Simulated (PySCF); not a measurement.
BCl, charge +1, doublet, at a GFN2-xTB geometry (the spin is typed, not shown lowest). Base run: R2SCAN/def2-TZVP (PySCF).

The PySCF input:
```python
from pyscf import gto, scf, dft

mol = gto.M(
    atom='''
B    -0.000000   -0.000000   -1.165988
Cl    0.000000    0.000000    0.342938
''',
    basis='def2-tzvp',
    charge=1,
    spin=1,
    verbose=4,
)

mf = dft.UKS(mol)
mf.xc = 'r2scan'
mf.kernel()
mf.analyze()
```

Each row names what was changed in the base input (with any setting that the change needs).

```
change                      E (Eh)  HOMO (eV)  <S^2>  core-seconds (rough)        outcome
----------------------  ----------  ---------  -----  --------------------  -------------
base                    -484.59300     -16.28  0.760                     6      converged
functional = bp86       -484.67269     -15.80  0.757                     2      converged
functional = b97-1      -484.58191     -16.86  0.754                     3      converged
functional = b97m_v     -484.52798     -15.77  0.759                    20      converged
functional = o3lyp      -484.63201     -16.39  0.756                     3      converged
functional = blyp       -484.63039     -15.52  0.755                     2      converged
functional = b3lyp      -484.65256     -16.95  0.755                     3      converged
functional = pw91,pw91  -484.60768     -15.79  0.757                     3      converged
functional = hf         -483.82116     -21.61  0.762                   1.0      converged
functional = revpbe     -484.55027     -15.73  0.757                     3      converged
functional = bhandhlyp  -484.62862     -18.70  0.754                     3      converged
functional = hse06      -484.47023     -16.90  0.757                     9      converged
functional = m06l                -          -      -                     -  not converged
```

Total energies compare only within one method and basis.

Open shells are given as the SCF converged; they aren't shown to be the lowest states, and a large step between rows can be another state.
